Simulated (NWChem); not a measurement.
System: neopentane (C$_{5}$H$_{12}$); SMILES CC(C)(C)C

Output (shortened):

```
             Northwest Computational Chemistry Package (NWChem) 7.3.0
             --------------------------------------------------------

                             Geometry "geometry" -> ""
                             -------------------------

 Output coordinates in angstroms (scale by  1.889725989 to convert to a.u.)

  No.       Tag          Charge          X              Y              Z
 ---- ---------------- ---------- -------------- -------------- --------------
    1 C                    6.0000    -1.08579700    -0.04671100     1.07876200
    2 C                    6.0000    -0.00005400     0.00009600     0.00003800
    3 C                    6.0000     1.37821100    -0.11080700     0.65794200
    4 C                    6.0000    -0.09601600     1.32369300    -0.76385400
    5 C                    6.0000    -0.19645500    -1.16608900    -0.97275500
    6 H                    1.0000    -0.97071800     0.78216500     1.79583900
    7 H                    1.0000    -2.09160600     0.03117500     0.63521600
    8 H                    1.0000    -1.04231100    -0.98986700     1.64711400
    9 H                    1.0000     2.18254700    -0.08014100    -0.09477000
   10 H                    1.0000     1.54970100     0.71656100     1.36542500
   11 H                    1.0000     1.47805700    -1.05542400     1.21668900
   12 H                    1.0000     0.04164200     2.18404200    -0.08909200
   13 H                    1.0000    -1.07914500     1.43294200    -1.24965000
   14 H                    1.0000     0.67462900     1.38711600    -1.54906900
   15 H                    1.0000    -1.18184600    -1.11404900    -1.46348000
   16 H                    1.0000    -0.13266000    -2.13482600    -0.45123400
   17 H                    1.0000     0.57189100    -1.15978200    -1.76276900

 Effective nuclear repulsion energy (a.u.)     198.2536978434

  xc_inp: hfexch multiplicative factor not found.
                              NWChem Property Module
                              ----------------------

                                 NWChem DFT Module
                                 -----------------

 Summary of "ao basis" -> "ao basis" (spherical)
 ------------------------------------------------------------------------------
       Tag                 Description            Shells   Functions and Types
 ---------------- ------------------------------  ------  ---------------------
 C                          6-31+g*                  8       18   4s3p1d
 H                          6-31+g*                  2        2   2s

            General Information
            -------------------
          SCF calculation type: DFT
          Wavefunction type:  closed shell.
          No. of atoms     :    17
          No. of electrons :    42
           Alpha electrons :    21
            Beta electrons :    21
          Charge           :     0
          Spin multiplicity:     1
          Use of symmetry is: off; symmetry adaption is: off
          Maximum number of iterations: 150
          AO basis - number of functions:   114
                     number of shells:    64
          Convergence on energy requested:  1.00D-06
          Convergence on density requested:  1.00D-05
          Convergence on gradient requested:  5.00D-04

              XC Information
              --------------
                     Hartree-Fock (Exact) Exchange  1.000

      Superposition of Atomic Density Guess
      -------------------------------------

 Sum of atomic energies:        -194.29624864

      Non-variational initial energy
      ------------------------------

 Total energy =    -198.044881
 1-e energy   =    -650.687203
 2-e energy   =     254.388625
 HOMO         =      -0.393644
 LUMO         =       0.042676

   convergence    iter        energy       DeltaE   RMS-Dens  Diis-err
 ---------------- ----- ----------------- --------- --------- ---------
 d= 0,ls=0.0,diis     1   -196.2698542289 -3.95D+02  7.50D-03  3.47D-01
 d= 0,ls=0.0,diis     2   -196.3277593950 -5.79D-02  4.04D-03  2.78D-02
 d= 0,ls=0.0,diis     3   -196.3322936417 -4.53D-03  9.57D-04  4.77D-03
 d= 0,ls=0.0,diis     4   -196.3330013569 -7.08D-04  1.55D-04  6.66D-05
 d= 0,ls=0.0,diis     5   -196.3330139045 -1.25D-05  4.42D-05  7.38D-06
  Resetting Diis
 d= 0,ls=0.0,diis     6   -196.3330151212 -1.22D-06  9.26D-06  7.93D-08
 d= 0,ls=0.0,diis     7   -196.3330151475 -2.63D-08  2.28D-06  4.33D-09

         Total DFT energy =     -196.333015147488
      One electron energy =     -656.133363068858
           Coulomb energy =      291.749052277285
    Exchange-Corr. energy =      -30.202402199279
 Nuclear repulsion energy =      198.253697843365

 Numeric. integr. density =        0.000000000000

                       DFT Final Molecular Orbital Analysis
                       ------------------------------------

 Vector   19  Occ=2.000000D+00  E=-4.543728D-01
              MO Center= -2.6D-02,  8.5D-02, -1.7D-02, r^2= 3.2D+00
   Bfn.  Coefficient  Atom+Function         Bfn.  Coefficient  Atom+Function
  ----- ------------  ---------------      ----- ------------  ---------------
    58      0.256576   4 C  py               23      0.254846   2 C  pz
    22     -0.224196   2 C  py               59     -0.196293   4 C  pz
     5     -0.186592   1 C  pz               62      0.146483   4 C  py
    27      0.137385   2 C  pz               41     -0.125254   3 C  pz
    26     -0.120864   2 C  py               96     -0.119884   8 H  s

 Vector   20  Occ=2.000000D+00  E=-4.543577D-01
              MO Center=  8.1D-03, -7.3D-03,  7.0D-02, r^2= 3.2D+00
   Bfn.  Coefficient  Atom+Function         Bfn.  Coefficient  Atom+Function
  ----- ------------  ---------------      ----- ------------  ---------------
    21      0.312686   2 C  px               39     -0.264327   3 C  px
     3     -0.237312   1 C  px               25      0.168578   2 C  px
    43     -0.156302   3 C  px                5      0.143526   1 C  pz
     7     -0.142433   1 C  px               57     -0.123245   4 C  px
    22     -0.114490   2 C  py               75     -0.112759   5 C  px

 Vector   21  Occ=2.000000D+00  E=-4.543451D-01
              MO Center=  1.8D-02, -7.7D-02, -5.3D-02, r^2= 3.2D+00
   Bfn.  Coefficient  Atom+Function         Bfn.  Coefficient  Atom+Function
  ----- ------------  ---------------      ----- ------------  ---------------
    76     -0.242046   5 C  py               22      0.229016   2 C  py
    23      0.214318   2 C  pz               77     -0.210743   5 C  pz
    39     -0.158773   3 C  px               80     -0.139367   5 C  py
    41     -0.133853   3 C  pz               21      0.132048   2 C  px
    58     -0.132130   4 C  py               26      0.123466   2 C  py

 Vector   22  Occ=0.000000D+00  E= 8.180590D-02
              MO Center=  6.0D-06,  1.1D-04,  7.1D-05, r^2= 1.5D+01
   Bfn.  Coefficient  Atom+Function         Bfn.  Coefficient  Atom+Function
  ----- ------------  ---------------      ----- ------------  ---------------
    28     11.115956   2 C  s                10     -3.228574   1 C  s
    46     -3.230500   3 C  s                64     -3.227908   4 C  s
    82     -3.230459   5 C  s                47      0.347879   3 C  px
    66      0.333495   4 C  py               84     -0.294353   5 C  py
    11     -0.273768   1 C  px               13      0.271896   1 C  pz

 Vector   23  Occ=0.000000D+00  E= 9.131257D-02
              MO Center=  2.8D-01,  6.2D-02,  7.8D-02, r^2= 1.9D+01
   Bfn.  Coefficient  Atom+Function         Bfn.  Coefficient  Atom+Function
  ----- ------------  ---------------      ----- ------------  ---------------
    46      4.292923   3 C  s                64     -2.550768   4 C  s
    47     -2.205840   3 C  px               49     -1.244876   3 C  pz
    66      1.085475   4 C  py               67     -1.044183   4 C  pz
    82     -1.032485   5 C  s                11     -1.026642   1 C  px
    65     -0.906606   4 C  px               83     -0.896972   5 C  px

 Vector   24  Occ=0.000000D+00  E= 9.131326D-02
              MO Center= -2.4D-01, -8.7D-02,  1.4D-01, r^2= 1.9D+01
   Bfn.  Coefficient  Atom+Function         Bfn.  Coefficient  Atom+Function
  ----- ------------  ---------------      ----- ------------  ---------------
    10      4.258326   1 C  s                82     -2.627130   5 C  s
    13     -1.957925   1 C  pz               11      1.629625   1 C  px
    85     -1.491104   5 C  pz               67     -1.092485   4 C  pz
    64     -1.068071   4 C  s                84     -0.882387   5 C  py
    49     -0.820643   3 C  pz               47      0.748505   3 C  px

     Multipole analysis of the density
     ---------------------------------

     L   x y z        total         alpha         beta         nuclear
     -   - - -        -----         -----         ----         -------
     0   0 0 0     -0.000000    -21.000000    -21.000000     42.000000

     1   1 0 0     -0.000002      0.000457      0.000457     -0.000917
     1   0 1 0      0.000022     -0.000938     -0.000938      0.001897
     1   0 0 1      0.000016     -0.000953     -0.000953      0.001922

     2   2 0 0    -26.969826    -81.109256    -81.109256    135.248685
     2   1 1 0     -0.000091      0.000394      0.000394     -0.000879
     2   1 0 1      0.000131      0.001071      0.001071     -0.002011
     2   0 2 0    -26.969803    -81.113447    -81.113447    135.257090
     2   0 1 1     -0.000037      0.000825      0.000825     -0.001687
     2   0 0 2    -26.969627    -81.112166    -81.112166    135.254705

 *** CALLING NEW AORESP DRIVER FOR CLOSED AND OPEN SHELLS ***
 Entering AOResponse driver routine

--------------------------------------------------------------------------------

          -----------------------------------------------
          Solving response equations for perturbing field
          -----------------------------------------------

 number of frequencies:     1
 frequency in a.u.:  0.0000000E+00
 Perturbing field: electric
 Using El. Dipole Length Gauge

 Setting up CPKS with frequency omega =      0.00000000 a.u.

 STATIC response

                                NWChem CPHF Module
                                ------------------

  scftype          =     RHF
  nclosed          =       21
  nopen            =        0
  variables        =     1953
  # of vectors     =        3
  tolerance        = 0.10D-03
  level shift      = 0.00D+00
  max iterations   =       50
  max subspace     =       30

 SCF residual:    3.3772358125721001E-005

Iterative solution of linear equations
  No. of variables     1953
  No. of equations        3
  Maximum subspace       30
        Iterations       50
       Convergence  1.0D-04

   iter   nsub   residual    time
   ----  ------  --------  ---------
     1      3    7.19D-01      19.6
     2      6    2.73D-01      21.5
     3      9    1.01D-01      23.4
     4     12    2.17D-02      25.3
     5     15    3.58D-03      27.2
     6     18    7.54D-04      29.0
     7     21    7.50D-05      30.9

 Electric Dipole Response Matrix (nonzero elements):

              1        2        3
    1   57.0070  -0.0001   0.0006
    2   -0.0001  57.0075   0.0010
    3    0.0006   0.0010  57.0081

 ------------------------------------------
 average:        57.00751 + I       0.00000

 DFT Linear Response polarizability / au
 Frequency  =       0.0000000 / au
              X              Y              Z
 -----------------------------------------------
 X      57.0069964     -0.0001153      0.0006108
 Y      -0.0001153     57.0074711      0.0010490
 Z       0.0006108      0.0010490     57.0080526
 -----------------------------------------------
 Eigenvalues =      57.0072544     57.0063219     57.0089439
 Isotropic   =      57.0075067
 Anisotropic =       0.0023021
 -----------------------------------------------

 Magnetic Dipole Response Matrix (nonzero elements):

 Exiting AOResponse driver routine
```

Level: Hartree-Fock/6-31+G* (spherical d). All runs use the structure optimised with PBE0/def2-SVP.

### Question
Which NWChem input produces such a log?

### Answer
This is not unique; one that fits is the input that was run:
```
start job
memory heap 200 mb stack 900 mb global 1100 mb
geometry units angstroms noautosym nocenter noautoz
  C     -1.085797    -0.046711     1.078762
  C     -0.000054     0.000096     0.000038
  C      1.378211    -0.110807     0.657942
  C     -0.096016     1.323693    -0.763854
  C     -0.196455    -1.166089    -0.972755
  H     -0.970718     0.782165     1.795839
  H     -2.091606     0.031175     0.635216
  H     -1.042311    -0.989867     1.647114
  H      2.182547    -0.080141    -0.094770
  H      1.549701     0.716561     1.365425
  H      1.478057    -1.055424     1.216689
  H      0.041642     2.184042    -0.089092
  H     -1.079145     1.432942    -1.249650
  H      0.674629     1.387116    -1.549069
  H     -1.181846    -1.114049    -1.463480
  H     -0.132660    -2.134826    -0.451234
  H      0.571891    -1.159782    -1.762769
end
basis spherical
  C library 6-31+g*
  H library 6-31+g*
end
dft
  xc hfexch
  iterations 150
end
property
  response 1 0.0
end
task dft property
```
